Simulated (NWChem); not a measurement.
System meant: CH₅AlO₂; SMILES [CH3][Al]([OH])[OH]

Input file for NWChem:

```
start job
memory heap 200 mb stack 900 mb global 1100 mb
geometry units angstroms noautoz
  Al    -0.007806    -0.043943     0.001563
  C     -0.187187    -1.970711     0.000684
  H      0.235575    -2.400762    -0.922042
  H     -1.239398    -2.284586     0.071360
  H      0.364591    -2.419414     0.842343
  O     -1.415464     0.917398    -0.000907
  H     -1.483242     1.871929    -0.004859
  O      1.558185     0.628757     0.001936
  H      1.813582     1.550811    -0.002172
end
basis spherical
  Al library def2-svp
  C library def2-svp
  H library def2-svp
  O library def2-svp
end
dft
  xc pbe0
  iterations 4
  mulliken
end
task dft energy
```

End of the output:

```
    Atom       Charge   Shell Charges
 -----------   ------   -------------------------------------------------------
    1 Al  13    12.50   2.00  1.93  0.49  0.18  5.81  0.95  0.56  0.57
    2 C    6     6.32   1.96  0.58  0.35  1.88  1.51  0.04
    3 H    1     0.95   0.62  0.26  0.07
    4 H    1     0.95   0.62  0.26  0.07
    5 H    1     0.95   0.62  0.26  0.07
    6 O    8     8.24   1.97  0.86  0.60  2.71  2.08  0.01
    7 H    1     0.92   0.56  0.17  0.19
    8 O    8     8.24   1.97  0.86  0.60  2.71  2.09  0.01
    9 H    1     0.92   0.56  0.17  0.19

 center of mass
 --------------
 x =   0.00083442 y =   0.08061395 z =   0.00046301

 moments of inertia (a.u.)
 ------------------
         324.262189246956          -0.000000000000           0.000000000000
          -0.000000000000         286.026357725766          -0.000000000000
           0.000000000000          -0.000000000000         599.024624536322

     Multipole analysis of the density
     ---------------------------------

     L   x y z        total         alpha         beta         nuclear
     -   - - -        -----         -----         ----         -------
     0   0 0 0     -0.000000    -20.000000    -20.000000     40.000000

     1   1 0 0      0.033061      0.016530      0.016530     -0.000000
     1   0 1 0      0.760483      0.380241      0.380241      0.000000
     1   0 0 1     -0.006872     -0.003436     -0.003436     -0.000000

     2   2 0 0    -26.103339    -89.451998    -89.451998    152.800658
     2   1 1 0      0.203776     -0.176087     -0.176087      0.555949
     2   1 0 1     -0.000875      0.000016      0.000016     -0.000907
     2   0 2 0    -17.585974   -108.263151   -108.263151    198.940328
     2   0 1 1     -0.013082     -0.008180     -0.008180      0.003279
     2   0 0 2    -20.993660    -13.290922    -13.290922      5.588185

 ------------------------------------------------------------------------
 dft energy failed                                                                                  0
 ------------------------------------------------------------------------
 ------------------------------------------------------------------------
  current input line :
    25: task dft energy
 ------------------------------------------------------------------------
 ------------------------------------------------------------------------
 This type of error is most commonly associated with calculations not reaching convergence criteria
 ------------------------------------------------------------------------
 For more information see the NWChem manual at https://nwchemgit.github.io

0:dft energy failed:Received an Error in Communication
```

Question: Find the fault in this run and fix the input.

Answer: The run did not converge; its last values are not results. Cause: the SCF was allowed too few iterations. This input runs:
```
start job
memory heap 200 mb stack 900 mb global 1100 mb
geometry units angstroms noautoz
  Al    -0.007806    -0.043943     0.001563
  C     -0.187187    -1.970711     0.000684
  H      0.235575    -2.400762    -0.922042
  H     -1.239398    -2.284586     0.071360
  H      0.364591    -2.419414     0.842343
  O     -1.415464     0.917398    -0.000907
  H     -1.483242     1.871929    -0.004859
  O      1.558185     0.628757     0.001936
  H      1.813582     1.550811    -0.002172
end
basis spherical
  Al library def2-svp
  C library def2-svp
  H library def2-svp
  O library def2-svp
end
dft
  xc pbe0
  iterations 150
  mulliken
end
task dft energy
```
It converges to -433.55976 Ha (PBE0/def2-SVP).
